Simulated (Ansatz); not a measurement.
Born–Oppenheimer molecular dynamics of BF2H3O (7 atoms, charge 0, multiplicity 1). It starts at the highest image of a converged band. Of that band: The profile has 2 maxima (images 5, 7) with wells between them (image 6): this band takes more than one step, which may be the mechanism or a detour left from its start path. Neighbouring images differ by up to 2.0 eV, so the band resolves the path poorly. A vibrational analysis at the climbing image gives one clearly imaginary mode, 1111i cm⁻¹: a first-order saddle point.

Level of theory: RKS BLYP/def2-SVPD in Ansatz.

```
ensemble                      : NVE (velocity Verlet)
time step                     : 0.5 fs
steps asked                   : 200
starting velocities drawn for : 300 K
seed                          : 10389
```

First frame:

```xyz
7
Properties=species:S:1:pos:R:3
B -0.094 0.111 -0.031
H 0.019 -0.401 1.240
O 0.830 -0.322 -0.934
H 1.757 -0.324 -0.645
F -1.388 0.185 -0.380
F 0.359 1.601 0.714
H 0.228 0.600 1.362
```

Q: How far do the bonds stretch over the last three quarters of this one trajectory? (Pairs bonded in most of those frames.)

A: 
```json
{"bond": "B1–H2", "mean (Å)": "1.212", "spread (Å)": "0.020", "shortest": "1.18", "longest": "1.24"}
{"bond": "B1–O3", "mean (Å)": "1.374", "spread (Å)": "0.034", "shortest": "1.31", "longest": "1.42"}
{"bond": "B1–F5", "mean (Å)": "1.357", "spread (Å)": "0.023", "shortest": "1.31", "longest": "1.39"}
{"bond": "O3–H4", "mean (Å)": "0.975", "spread (Å)": "0.005", "shortest": "0.96", "longest": "0.99"}
{"bond": "F6–H7", "mean (Å)": "0.947", "spread (Å)": "0.009", "shortest": "0.93", "longest": "0.96"}
```

Mean temperature of the second half: 1789 K. The conserved energy stayed within 0.055 meV per atom of its start (net change -0.0066 meV per atom), so the integration is sound. The kinetic energy rose, since the run started high on the potential surface and went downhill. It ends in pieces (BFH2O + FH), so much of that is their flight and rotation, not heat. A run of 0.1 ps of so small a system gives no equilibrium averages. The orbitals stay closed-shell, which can raise the energy where a bond breaks towards radicals; this wasn't checked here.

Run time: 4.8 min on 2 threads of Arm Neoverse V2, on a shared host, peak memory 0.12 GiB.
